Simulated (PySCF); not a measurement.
Species: C₆H₁₁N.
Cartesian coordinates in Å at the PBE0-D3(BJ)/def2-SVP level; atoms count from 1:
```xyz
18
C6H11N angstrom
C      2.119   -0.576    0.387
C      0.997   -1.164   -0.491
C      0.022   -0.184    0.181
N     -0.958    0.449   -0.660
C     -2.247   -0.193   -0.759
C     -2.081    1.070    0.000
C      1.231    0.663    0.610
H      2.262   -1.153    1.313
H      3.104   -0.422   -0.079
H      1.123   -0.883   -1.548
H      0.782   -2.241   -0.428
H     -0.444   -0.661    1.073
H     -2.413   -1.108   -0.175
H     -2.714   -0.193   -1.750
H     -2.136    1.003    1.095
H     -2.424    2.023   -0.418
H      1.213    1.131    1.606
H      1.421    1.437   -0.148
```

Level: CAM-B3LYP/def2-SVPD in PySCF, non-relativistic, on one gas-phase PBE0-D3(BJ)/def2-SVP geometry that isn't relaxed in the solvent. The solvent is an IEF-PCM continuum (Bondi radii, 1.10 Å for H, scaled by 1.2), and excitations are vertical TDDFT with non-equilibrium linear response and a frozen core. Only the electrostatic response of the medium enters.

Gas-phase singlets (H = HOMO, L = LUMO):

| state | E (eV) | λ (nm) | f | leading configuration |
| --- | --- | --- | --- | --- |
| S1 | 6.880 | 180 | 0.042 | H→L 79% |
| S2 | 7.187 | 173 | 0.001 | H→L+2 92% |
| S3 | 7.351 | 169 | 0.039 | H→L+3 90% |
| S4 | 7.539 | 164 | 0.027 | H→L+1 66% |
| S5 | 7.989 | 155 | 0.031 | H→L+4 58% |

Q: How does the list change in acetone (ε = 20.49)?

A: 
```
state  E (eV)  λ (nm)      f  leading configuration  change by rank (eV)
   S1   7.117     174  0.022                H→L 66%               +0.237
   S2   7.345     169  0.002              H→L+2 92%               +0.158
   S3   7.437     167  0.103              H→L+3 76%               +0.086
   S4   7.697     161  0.018              H→L+1 44%               +0.158
   S5   8.080     153  0.031              H→L+4 55%               +0.091
```

Q: Give the list for acetonitrile (ε = 35.69), n² = 1.81.

A: 
| state | E (eV) | λ (nm) | f | leading configuration | change by rank (eV) |
| --- | --- | --- | --- | --- | --- |
| S1 | 7.128 | 174 | 0.020 | H→L 65% | +0.248 |
| S2 | 7.352 | 169 | 0.002 | H→L+2 92% | +0.165 |
| S3 | 7.443 | 167 | 0.106 | H→L+3 75% | +0.092 |
| S4 | 7.706 | 161 | 0.018 | H→L+1 43% | +0.167 |
| S5 | 8.085 | 153 | 0.030 | H→L+4 55% | +0.096 |

Q: The ground-state energy changes by -0.132 eV from gas to acetonitrile. By how much does the total energy of gas-phase S1 change?

A: E(S1) = E(S0) + excitation energy, so it changes by -0.132 + 0.248 = +0.116 eV: it isn't lowered at all, while the ground state is. This is the vertical state, with the slow part of the continuum still set for S0.

Q: How do the frontier levels move from gas to acetonitrile?

A: 
```
orbital  gas (eV)  solvent (eV)  change (eV)                  Löwdin shares, gas              Löwdin shares, solvent
 LUMO+2      1.86          1.96        +0.10    C6 8 %, C5 8 %, H15 8 %, H13 8 %      C6 8 %, C2 8 %, C7 8 %, C5 8 %
 LUMO+1      1.81          1.94        +0.13    C1 18 %, H9 13 %, H8 7 %, C5 6 %  C1 13 %, H9 11 %, C5 10 %, C6 10 %
   LUMO      1.53          1.71        +0.18  H12 11 %, C6 10 %, C5 10 %, C1 7 %     C1 11 %, C7 8 %, C6 8 %, C5 8 %
   HOMO     -8.15         -8.24        -0.09   N4 52 %, C5 11 %, C6 11 %, C3 9 %   N4 50 %, C5 11 %, C6 11 %, C3 9 %
 HOMO-1     -9.80         -9.74        +0.06  C3 19 %, C7 18 %, C2 18 %, N4 12 %  C7 19 %, C3 19 %, C2 19 %, N4 11 %
 HOMO-2    -10.12        -10.06        +0.06  C3 18 %, C1 17 %, N4 13 %, C2 10 %  C3 17 %, C1 17 %, N4 13 %, C2 10 %
 HOMO-3    -10.40        -10.33        +0.07   C1 15 %, C2 12 %, C7 12 %, H8 9 %   C1 15 %, C2 11 %, C7 11 %, H8 9 %
```

The HOMO–LUMO gap goes from 9.69 to 9.95 eV.
